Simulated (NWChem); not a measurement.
Species: sulfur trioxide (SO$_{3}$); SMILES S(=O)(=O)=O

All runs: NWChem. Medium grid unless said otherwise, to which SCAN and Minnesota functionals are sensitive. The geometry was optimised at PBE0/def2-SVP. Hybrids' shares of exact exchange are those that their runs print; pure functionals count as 0. The functionals differ in more than this share.

```
row                                     share of exact exchange  orbital gap (eV)
--------------------------------------  -----------------------  ----------------
LDA (Slater exchange, VWN5)/def2-TZVPD                     0.00              4.36
PBE/def2-TZVPD                                             0.00              4.41
B3LYP/def2-TZVPD                                           0.20              6.61
PBE0/def2-TZVPD                                            0.25              7.25
M06-2X/def2-TZVPD                                          0.54          withheld
Hartree-Fock/def2-TZVPD                                    1.00             15.27
```

Task: Fit a straight line of the last column on the one before it, predict the withheld value, and compare with the run.

Result: 
1. Means of the 5 shown rows: x = 0.290, y = 7.580. Slope Σ(x − x̄)(y − ȳ)/Σ(x − x̄)² = 7.413/0.6820 = 10.87; intercept 4.428.
2. The shown rows scatter about the line by 0.058 (root mean square); the largest residual is +0.10, at PBE0/def2-TZVPD.
3. At x = 0.54 (M06-2X/def2-TZVPD; inside the shown range) the line gives 10.30.
4. The run gives 9.94, -0.36 from the line, 6.2 times the scatter.
